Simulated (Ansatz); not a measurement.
System: sum formula H8Si3NO, charge 0, multiplicity 2. It need not be the lowest isomer of its formula. 
Coordinates optimised at B3LYP-D3(BJ)/def2-TZVP (Ansatz, an electronic-structure program):
SMILES: [SiH2](O[SiH3])N[SiH2]
```xyz
13

Si    -0.2415    -1.0190    -0.8183
N     -1.1331    -0.7054     0.6290
Si    -2.0434     0.7111     1.0593
O      1.2797    -0.4094    -0.7757
Si     2.1545     0.8212    -0.1325
H     -0.1152    -2.4797    -0.9866
H     -0.9725    -0.3829    -1.9309
H     -0.9747    -1.3590     1.3860
H     -2.4496     1.3626    -0.2144
H     -3.2400     0.3095     1.8538
H      1.3893     2.0890    -0.2015
H      3.4066     0.9529    -0.9066
H      2.4755     0.5326     1.2842
```
Charge 0, spin multiplicity 2.

Basis-set convergence of Hartree-Fock and CCSD correlation energies (hartree) with Ansatz. Correlated levels leave the core frozen unless marked. UHF or UKS for open shells. Spin-orbit coupling is left out. No relativistic terms.

| basis | functions | E(HF) | E(corr, CCSD) |
|---|---|---|---|
| cc-pV(D+d)Z | 137 | -1000.88563 | -0.70018 |
| cc-pV(T+d)Z | 289 | -1000.98613 | -0.85529 |
| cc-pV(Q+d)Z | 542 | -1001.00902 | -0.90685 |

Extrapolating the two largest sets (X = 3 and 4) as X^-3: E(corr) = (64·(-0.90685) - 27·(-0.85529))/37 = -0.9445 Eh, an estimate of the basis-set limit. The largest set recovers 96.0 % of it, the smallest 74.1 %.
